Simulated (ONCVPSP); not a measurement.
## Rh (Z = 45): ONCV pseudisation with LDA (Perdew-Wang 92), scalar-relativistic reference atom.

Input for ONCVPSP 4.0.1:

```
# ATOM AND REFERENCE CONFIGURATION
# atsym  z   nc   nv     iexc    psfile
  Rh 45.00    6    4  -001012      upf
#
#   n    l    f
    1    0    2.00
    2    0    2.00
    2    1    6.00
    3    0    2.00
    3    1    6.00
    3    2   10.00
    4    0    2.00
    4    1    6.00
    4    2    8.00
    5    0    1.00
#
# PSEUDOPOTENTIAL AND OPTIMIZATION
# lmax
    2
#
#   l,   rc,      ep,       ncon, nbas, qcut
    0    1.70    0.00    4    9    5.70
    1    1.80    0.00    4    7    7.90
    2    1.70    0.00    4    9   10.70
#
# LOCAL POTENTIAL
# lloc, lpopt,  rc(5),   dvloc0
    2    5    1.70    0.00
#
# VANDERBILT-KLEINMAN-BYLANDER PROJECTORs
# l, nproj, debl
    0    2    3.10
    1    2    0.60
    2    0    1.90
#
# MODEL CORE CHARGE
# icmod, fcfact, rcfact
    3    5.75    1.00
#
# LOG DERIVATIVE ANALYSIS
# epsh1, epsh2, depsh
   -5.00    5.00    0.04
#
# OUTPUT GRID
# rlmax, drl
    6.00    0.01
#
# TEST CONFIGURATIONS
# ncnf
    4
# nvcnf
#   n    l    f
    4
    4    0    2.00
    4    1    6.00
    4    2    8.00
    5    0    0.00
#
    4
    4    0    2.00
    4    1    6.00
    4    2    7.00
    5    0    0.00
#
    4
    4    0    2.00
    4    1    6.00
    4    2    6.00
    5    0    0.00
#
    4
    4    0    2.00
    4    1    6.00
    4    2    7.00
    5    0    2.00
#
```

Command:

```bash
oncvpsp.x < Rh.dat > Rh.out
```

Resulting log (shortened: citation, most of the input echo, consistency checks and plot data are left out):

```
ONCVPSP  (Optimized Norm-Conservinng Vanderbilt PSeudopotential)
scalar-relativistic version 4.0.1

#   n    l    f        energy (Ha)
    1    0    2.00    -8.4556733E+02
    2    0    2.00    -1.2261768E+02
    2    1    6.00    -1.0996654E+02
    3    0    2.00    -2.1892122E+01
    3    1    6.00    -1.7733095E+01
    3    2   10.00    -1.1061145E+01
    4    0    2.00    -3.0337716E+00
    4    1    6.00    -1.8570238E+00
    4    2    8.00    -2.2586242E-01
    5    0    1.00    -1.6851505E-01

Reference configufation results
  iterations    28
  all-electron total energy (Ha)   -4.77950158D+03

Begin loop to  construct optimized pseudo wave functions
and semi-local pseudopoentials for all angular momenta

Calculating optimized projector #   1

 for l=   0

    Fraction of norm inside rc  0.968148
    Optimizing pswf for qcut=   5.70 a_B^-1,  ecut=  16.27 Ha
    Residual kinetic energy error=  1.03D-04 Ha

    Energy error per electron        Cutoff
         Ha          eV             Ha
         0.01000     0.27211        5.70
         0.00100     0.02721       11.04
         0.00010     0.00272       17.09
         0.00001     0.00027       78.79

Calculating optimized projector #   2

 for l=   0

    Fraction of norm inside rc  0.063088
    Optimizing pswf for qcut=   5.70 a_B^-1,  ecut=  16.27 Ha
    Residual kinetic energy error=  1.28D-04 Ha

    Energy error per electron        Cutoff
         Ha          eV             Ha
         0.01000     0.27211        4.65
         0.00100     0.02721       10.95
         0.00010     0.00272       17.19
         0.00001     0.00027       71.47

WARNING wellstate: negative energy specified for n= 5 l=  1
WARNING scattering state with energy  0.25000000
WARNING will be used for the first projector

   Wellstate for l =  1  n =  5
     eigenvalue =   0.2500
     asymptotic potential =   0.7500
     half-point radius =  3.4989

Calculating optimized projector #   1

 for l=   1

    Fraction of norm inside rc  0.949124
    Optimizing pswf for qcut=   7.90 a_B^-1,  ecut=  31.19 Ha
    Residual kinetic energy error=  3.69D-08 Ha

    Energy error per electron        Cutoff
         Ha          eV             Ha
         0.01000     0.27211       13.32
         0.00100     0.02721       17.32
         0.00010     0.00272       20.82
         0.00001     0.00027       23.81

Calculating optimized projector #   2

 for l=   1

    Fraction of norm inside rc  0.099864
    Optimizing pswf for qcut=   7.90 a_B^-1,  ecut=  31.19 Ha
    Residual kinetic energy error=  4.03D-07 Ha

    Energy error per electron        Cutoff
         Ha          eV             Ha
         0.01000     0.27211       10.79
         0.00100     0.02721       14.49
         0.00010     0.00272       17.54
         0.00001     0.00027       20.13

Calculating optimized projector #   1

 for l=   2

    Fraction of norm inside rc  0.646239
    Optimizing pswf for qcut=  10.70 a_B^-1,  ecut=  57.21 Ha
    Residual kinetic energy error=  2.87D-09 Ha

    Energy error per electron        Cutoff
         Ha          eV             Ha
         0.01000     0.27211       22.13
         0.00100     0.02721       29.46
         0.00010     0.00272       36.19
         0.00001     0.00027       41.78

Construct Vanderbilt / Kleinmman-Bylander projectors

B matrix Hermiticity error, ll=   0
   1   2    3.0286E-04

  Orthonormal projector coefficients  7.6055E+00  1.6291E+00

B matrix Hermiticity error, ll=   1
   1   2    2.5628E-04

  Orthonormal projector coefficients  4.3640E+00  7.5248E-01

Model core correction analysis
  based on d2Exc/dn_idn_j

d2excae - all-electron derivatives

   -3.116677D-02   -2.824803D-02   -1.710376D-02   -1.830292D-03
   -2.824815D-02   -2.667517D-02   -1.790819D-02   -2.385398D-03
   -1.710395D-02   -1.790830D-02   -1.739490D-02   -8.625760D-03
   -1.830301D-03   -2.385331D-03   -8.623046D-03   -2.687484D-02

d2excps - pseudofunction derivatives with no core correction

   -4.593214D-02   -3.420053D-02   -1.829847D-02   -3.003390D-03
   -3.420156D-02   -3.154458D-02   -2.001600D-02   -2.777104D-03
   -1.829886D-02   -2.001619D-02   -1.868411D-02   -8.681559D-03
   -3.003761D-03   -2.777057D-03   -8.678846D-03   -2.696164D-02

rms 2nd derivative error    4.535139E-03

rmatch, rhocmatch    0.6541   20.7307

Teter function model core charge with specified parameters

d2excps - pseudofunction derivatives with core correction

   -3.496985D-02   -3.030212D-02   -1.740857D-02   -2.182219D-03
   -3.030221D-02   -2.967955D-02   -1.951281D-02   -2.500546D-03
   -1.740874D-02   -1.951296D-02   -1.853177D-02   -8.621476D-03
   -2.182239D-03   -2.500484D-03   -8.618762D-03   -2.689956D-02

rms 2nd derivative error    1.557864E-03

Pseudoatom total energy -111.463925

Diagnostic tests using Vanderbilt-Kleinman-Bylander pseudopotentials
  1 or more projectors used as specified by nproj input data

   l    rcore       rmatch      e in        delta e   norm test  slope test

   0   1.7034407   1.7551608  -3.0337716   0.0000033   1.0001904   1.0001738
   0   1.7034407   1.7551608  -0.1685150   0.0000027   1.0000318   1.0000251

   1   1.8084513   1.8633598  -1.8570238   0.0000019   1.0001513   1.0001497
   1   1.8084513   1.8633598   0.2500000   0.0000164   1.0002169   1.0002169

   2   1.7034407   1.7551608  -0.2258624  -0.0000016   0.9999996   1.0000074

 Testing for bound ghosts
   n   l    E NL Schr. Eq   E Basis Diag.   E Cutoff

   1   0       -3.033768       -3.033768    121.05
   2   0       -0.168512       -0.114880    121.05

   2   1       -1.857022       -1.857021     68.62

 Testing for highly-localized positive-energy ghosts
       l    <radius>/rc     E Basis Diag.   E Cutoff

Test configuration 0

   n   l     f        eae           eps        diff
   1   0  2.0000 -845.56733205
   2   0  2.0000 -122.61768383
   2   1  6.0000 -109.96653623
   3   0  2.0000  -21.89212187
   3   1  6.0000  -17.73309487
   3   2 10.0000  -11.06114535
   4   0  2.0000   -3.03377162   -3.03376836    3.26D-06
   4   1  6.0000   -1.85702378   -1.85702189    1.90D-06
   4   2  8.0000   -0.22586242   -0.22586397   -1.55D-06
   5   0  1.0000   -0.16851505   -0.16851234    2.71D-06

    Total energies and differences
      AE_ref= -4.77950158D+03  AE_tst= -4.77950158D+03  dif=  0.00D+00
      PS_ref= -1.11463925D+02  PS_tst= -1.11463925D+02  dif= -1.41D-12
      PSP excitation error=  1.41D-12

Test configuration 1

   n   l     f        eae           eps        diff
   1   0  2.0000 -845.85150138
   2   0  2.0000 -122.89772208
   2   1  6.0000 -110.24684099
   3   0  2.0000  -22.17358887
   3   1  6.0000  -18.01454881
   3   2 10.0000  -11.34222270
   4   0  2.0000   -3.31873279   -3.32004086   -1.31D-03
   4   1  6.0000   -2.14308780   -2.14349959   -4.12D-04
   4   2  8.0000   -0.50893398   -0.50892172    1.23D-05

    Total energies and differences
      AE_ref= -4.77950158D+03  AE_tst= -4.77921554D+03  dif=  2.86D-01
      PS_ref= -1.11463925D+02  PS_tst= -1.11177794D+02  dif=  2.86D-01
      PSP excitation error= -9.00D-05

Test configuration 2

   n   l     f        eae           eps        diff
   1   0  2.0000 -846.34807668
   2   0  2.0000 -123.39848020
   2   1  6.0000 -110.74725753
   3   0  2.0000  -22.67192418
   3   1  6.0000  -18.51287741
   3   2 10.0000  -11.84105469
   4   0  2.0000   -3.80506682   -3.80610809   -1.04D-03
   4   1  6.0000   -2.62337330   -2.62362400   -2.51D-04
   4   2  7.0000   -0.95508452   -0.95498812    9.64D-05

    Total energies and differences
      AE_ref= -4.77950158D+03  AE_tst= -4.77848908D+03  dif=  1.01D+00
      PS_ref= -1.11463925D+02  PS_tst= -1.10451335D+02  dif=  1.01D+00
      PSP excitation error= -9.13D-05

Test configuration 3

   n   l     f        eae           eps        diff
   1   0  2.0000 -846.92495541
   2   0  2.0000 -123.98146641
   2   1  6.0000 -111.32983550
   3   0  2.0000  -23.24865257
   3   1  6.0000  -19.08959326
   3   2 10.0000  -12.41878232
   4   0  2.0000   -4.35771842   -4.35877910   -1.06D-03
   4   1  6.0000   -3.16706077   -3.16698428    7.65D-05
   4   2  6.0000   -1.46013816   -1.45960928    5.29D-04

    Total energies and differences
      AE_ref= -4.77950158D+03  AE_tst= -4.77728596D+03  dif=  2.22D+00
      PS_ref= -1.11463925D+02  PS_tst= -1.09248383D+02  dif=  2.22D+00
      PSP excitation error=  7.55D-05

Test configuration 4

   n   l     f        eae           eps        diff
   1   0  2.0000 -845.70258556
   2   0  2.0000 -122.76115490
   2   1  6.0000 -110.10940346
   3   0  2.0000  -22.03289339
   3   1  6.0000  -17.87387938
   3   2 10.0000  -11.20267875
   4   0  2.0000   -3.16378289   -3.16178297    2.00D-03
   4   1  6.0000   -1.98166304   -1.98104878    6.14D-04
   4   2  7.0000   -0.32471106   -0.32477093   -5.99D-05
   5   0  2.0000   -0.20471225   -0.20463092    8.13D-05

    Total energies and differences
      AE_ref= -4.77950158D+03  AE_tst= -4.77941380D+03  dif=  8.78D-02
      PS_ref= -1.11463925D+02  PS_tst= -1.11376126D+02  dif=  8.78D-02
      PSP excitation error= -2.43D-05
```

The run took about 3 s on one core of a shared server CPU.
